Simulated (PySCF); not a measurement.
# Vibration and rotation of CsO⁻

UHF-CCSD(T) constants of CsO⁻, ³Σ⁺ (triplet), unpaired electrons σ ↑↑ (PySCF, scalar-relativistic core potentials, basis sets Cs def2-SVPD with ECP46, O def2-SVPD; masses 132.9054 and 15.9949 u):

```
ωe              : 270.8 cm⁻¹
ωexe            : 1.94 cm⁻¹
Be              : 0.17438 cm⁻¹
αe              : 0.00162 cm⁻¹
D (centrifugal) : 2.89e-07 cm⁻¹
```

Give the vibrational terms G(v) and spacings up to v = 6.

G(v) = ωe(v+½) − ωexe(v+½)².

```csv
v,G(v) (cm⁻¹),G(v) − G(v−1),Bv (cm⁻¹)
0,134.9,,0.1736
1,401.8,266.9,0.1720
2,664.9,263.0,0.1703
3,924.0,259.2,0.1687
4,1179.3,255.3,0.1671
5,1430.7,251.4,0.1655
6,1678.2,247.5,0.1638
```

Correlated steps freeze 1 core orbital. These are scalar-relativistic numbers at best; spin–orbit coupling would shift them, the dissociation energy most. The state is the lowest determinant that a PBE0 search found; another state may lie lower at other levels.
